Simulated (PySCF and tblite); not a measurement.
Results of a calculation; reference values are marked as such.
C3H6O3S, numbered as in [O:1]=[S:2]1[O:3][CH2:4][CH2:5][CH2:6][O:7]1.

The ensemble was built from 90 distance-geometry starts (ETKDG and KDG, MMFF94s, GFN2-xTB) and rests on PBE0-D3(BJ)/def2-SVP geometries. Free energies are PBE0-D3(BJ)/def2-TZVP single points with GFN2-xTB rigid-rotor and vibrational terms (modes under about 100 cm⁻¹ blended into free rotors). Symmetry numbers and mirror images are counted. Conformers within 4 kcal/mol (GFN2-xTB free energy) were kept, 5 at most. GIAO shieldings: PBE0/pcSseg-1. Shifts are against TMS (¹H), TMS (¹³C) at the same level; of two unlike H on one atom, a is the less shielded. (PySCF 2.14, tblite 0.8.)

Question: List the conformer-averaged shifts at 298.15 K.

Answer: ¹H: 5.03 (H4a/H6a, 2H), 3.68 (H4b/H6b, 2H), 2.50 (H5a, 1H), 0.98 (H5b, 1H) ppm. ¹³C: 56.1 (C4/C6), 28.8 (C5) ppm.

Question: How do the conformers differ?

Answer: The 6-ring runs over atoms 2–3–4–5–6–7. Of a mirror pair one member is shown.
```tsv
conformer	shape	weight %
1	6-ring chair (O1 axial)	99.7
2	6-ring chair (all substituents equatorial)	0.2
3	6-ring twist-boat (ring torsions -77, 32, 37, -72, 30, 42°)	0.2
```

| signal | 1 | 2 | 3 | average |
| --- | --- | --- | --- | --- |
| H4a/H6a | 5.03 | 4.21 | 4.29 | 5.03 |
| H4b/H6b | 3.67 | 4.15 | 3.81 | 3.68 |
| H5a | 2.51 | 0.81 | 1.83 | 2.50 |
| H5b | 0.98 | 2.25 | 1.98 | 0.98 |
| C4/C6 | 56.0 | 66.5 | 55.9 | 56.1 |
| C5 | 28.8 | 27.7 | 29.5 | 28.8 |

Shifts are unscaled: against experiment ¹³C can be off by 15 ppm or more and ¹H by 0.8 ppm.
